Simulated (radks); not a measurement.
Species: the caesium ion Cs10+. Configuration: [Kr] 4d9. Method: Dirac Kohn-Sham, PBEsol, spin-unpolarised, spherical densities, point nucleus; open shells are shared between the two j in proportion to 2j + 1; speed of light set to 685.18 atomic units (5 times the physical value, a model run); computed with a radial shooting solver on a logarithmic mesh with Libxc functionals.

Normalised radial functions P(r) = r R(r) (large component), r in bohr:

r           3d5/2    4p1/2
0.0009127  0.0000   0.0008
0.001198   0.0000   0.0013
0.001572   0.0000   0.0022
0.002064   0.0000   0.0037
0.002709   0.0001   0.0061
0.003556   0.0002   0.0102
0.004668   0.0005   0.0170
0.006127   0.0011   0.0280
0.008106   0.0025   0.0462
0.01064    0.0055   0.0739
0.01397    0.0117   0.1156
0.01833    0.0245   0.1756
0.02406    0.0501   0.2562
0.03158    0.0995   0.3538
0.04146    0.1903   0.4519
0.05441    0.3467   0.5142
0.07142    0.5945   0.4832
0.09375    0.9445   0.2976
0.1231     1.3647  -0.0593
0.1615     1.7545  -0.4916
0.212      1.9554  -0.7651
0.2783     1.8303  -0.6115
0.3653     1.3837   0.0328
0.4794     0.8045   0.8548
0.6344     0.3281   1.3404
0.8327     0.0908   1.2000
1.093      0.0151   0.7017
1.435      0.0013   0.2617
1.883      0.0000   0.0572
2.472      0.0000   0.0063
3.244      0.0000   0.0003
4.258      0.0000   0.0000

3d5/2: eigenvalue -875.37 eV, 0 radial nodes, <r> = 0.274 bohr, 90 % of the charge inside 0.428 bohr. 4p1/2: eigenvalue -307.42 eV, 2 radial nodes at r = 0.118, 0.361 bohr, <r> = 0.736 bohr, 90 % of the charge inside 1.07 bohr.
